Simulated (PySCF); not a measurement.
## Mayer bond orders and bond lengths

Species: F3Si(SH), F3HSSi.
SMILES with atom numbers: `[F:1][Si:2]([F:3])([F:4])[SH:5]` (hydrogens: H6 on S5)

Geometry (GFN2-xTB, Å), atoms numbered from 1 in this order:
```
atom  x, y, z in Å
F1    -1.0379    0.5875    1.2294
Si2   -0.4502   -0.0138   -0.1121
F3    -0.4827    1.2072   -1.1192
F4    -1.5201   -1.0450   -0.6353
S5     1.4358   -0.9138    0.0931
H6     2.0582    0.1800    0.5226
```

Bond orders from the PBE0/pcSseg-1 density (PySCF). Geometry: GFN2-xTB; no solvent, vibrations or thermal averaging.

**Question.** Where do the orders between heavy atoms depart from those drawn in the SMILES?

**Answer.** The largest departure is 0.070, at Si2–S5 (drawn single, 1.070).

**Question.** Set the Mayer orders of the bonds between heavy atoms beside their lengths.

**Answer.** 
| bond | drawn as | length (Å) | Mayer order |
| --- | --- | --- | --- |
| F1–Si2 | single | 1.583 | 0.985 |
| Si2–F3 | single | 1.583 | 0.984 |
| Si2–F4 | single | 1.575 | 0.991 |
| Si2–S5 | single | 2.100 | 1.070 |

**Question.** And the bonds to hydrogen?

**Answer.** H–S: 0.92 (1 bond).

**Question.** Sum the orders of all bonds at each heavy atom with more than one neighbour and set the sums beside the valence in the SMILES.

**Answer.** Si2 4.030 (drawn 4), S5 1.994 (drawn 2). Orders between atoms that aren't bonded are not in these sums.

The Mayer order sums products of elements of PS (density times overlap matrix) between the two atoms' basis functions, so it depends on the basis set.
